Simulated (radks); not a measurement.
Be2+, configuration [He]. All-electron calculation, scalar-relativistic Kohn-Sham, PBE, spin-polarised, spherical densities, finite nucleus; Fermi nuclear charge, rms radius 2.519 fm. Program: a radial shooting solver on a logarithmic mesh with Libxc functionals.

Normalised radial functions P(r) = r R(r), r in bohr:

r,1s
0.01848,0.2537
0.0233,0.3138
0.02963,0.3888
0.03736,0.4754
0.04712,0.5765
0.05942,0.6922
0.07494,0.8206
0.0945,0.9577
0.1192,1.0959
0.1503,1.2238
0.1895,1.3260
0.239,1.3840
0.3015,1.3797
0.3802,1.2999
0.4794,1.1423
0.6046,0.9213
0.7625,0.6686
0.9616,0.4256
1.213,0.2297
1.529,0.1005

1s: eigenvalue -132.28 eV, 0 radial nodes, <r> = 0.417 bohr, 90 % of the charge inside 0.753 bohr.
